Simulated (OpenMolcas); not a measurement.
## Levels of Pt+ by method

```json
{"Program": "OpenMolcas 26.06", "Basis": "ANO-RCC-VTZP [8s7p5d3f1g]", "Scalar Hamiltonian": "DKH2, point nucleus", "Active space": "9 electrons in 9 orbitals (RAS2 5d 6s; RAS3 6p, at most 2 electrons)", "State averaging": "2S+1 = 2 even, 65 roots; 2S+1 = 4 even, 20 roots kept (CI in the orbitals of an earlier block); 2S+1 = 2 odd, 16 roots; 2S+1 = 6 odd, 7 roots kept (CI in the orbitals of an earlier block, 0 in the spin-orbit step); 2S+1 = 4 odd, 21 roots kept (CI in the orbitals of an earlier block)", "Spin-orbit coupling": "state interaction with AMFI integrals over the reference wave functions, term energies averaged over their components"}
```

Methods on the same reference wave functions:
A. RASSCF
B. SS-RASPT2, IPEA 0.25 Eh, imaginary shift 0.1 Eh (closed shells correlated: 5s 5p)
C. MS-RASPT2, IPEA 0.25 Eh, imaginary shift 0.1 Eh (closed shells correlated: 5s 5p)

Energies in cm-1 above 5d8 6s 4F 9/2.

| Level | A | B | C |
| --- | --- | --- | --- |
| 5d8 6s 4F 9/2 | 0.0 | 0.0 | 0.0 |
| 5d8 6s 4F 7/2 [67 %] | 4765 | 4460 | 4440 |
| 5d9 2D 5/2 | 5668 | -2780 | -5370 |
| 5d8 6s 2F 7/2 [64 %] | 14376 | 13640 | 13630 |
| 5d7 6s2 4F 9/2 [71 %] | 18571 | 18960 | 19410 |
| 5d8 6s 4P 1/2 | 21212 | 17400 | 17410 |
| 5d8 6s 2P 1/2 | 25982 | 22700 | 22490 |
| 5d7 6s2 4F 7/2 [56 %] | 26912 | 28610 | 28540 |
| 5d8 6s 2G 9/2 | 27610 | 25280 | 24840 |
| 5d8 6s 2G 7/2 [54 %] | 28380 | 24830 | 24750 |
| 5d7 6s2 4F 3/2 [54 %] | 32628 | 32650 | 32370 |
| 5d7 6s2 4P 5/2 | 38186 | 36380 | 36390 |
| 5d7 6s2 2G 9/2 [59 %] | 38988 | 38510 | 38440 |
| 5d7 6s2 4P 3/2 [55 %] | 39014 | 36880 | 36550 |

B puts 5d9 2D 5/2 lowest. C puts 5d9 2D 5/2 lowest.

Between B and C the level of the table that moves most is 5d9 2D 5/2, by 2600 cm-1 (lowest in C, highest in B). Moves below CASPT2's spread within the term are not significant.

From A to B the spin-free energies of the other terms of 5d8 6s shown, above 4F, scale by factors of 0.72 to 0.88.

The lowest spin-free term lies below A's lowest term by 0.505 hartree in B, 0.517 hartree in C.

CASPT2 does not keep the components of a term degenerate, so their means are used; among the terms shown or strongly mixed into the levels shown the widest spread is 1200 cm-1 (5d8 6s 2F, C). Some high roots are left out of the spin-orbit mixing, which shifts the levels that they would mix with. Terms from blocks run as CI alone lack orbitals of their own. Configurations are named by rounded mean occupations; where the s occupation lies near a half they are strongly mixed, a name can repeat and a true partner stay unpaired. A single d shell beside an s shell can misplace configurations of different d count against each other. The CASPT2 spread within a term exceeds the gap to the next term for 5d7 6s2 2H and 5d8 6s 2S, so the order of their levels is uncertain (figures for B; the like holds for C). Without dynamic correlation excited terms often stand tens of per cent too high (terms of higher spin than the ground term too low), and those without a measured partner can miss by more than the paired ones (holds for A). The lowest computed level is not the ground level that NIST lists (2D5/2) (holds for A). Levels of configurations outside the active space are missing. The table leaves out levels that lie high or whose names do not pair safely across all columns.

A share in square brackets marks a mixed level and gives the weight of the term that names it, the lowest over the columns.
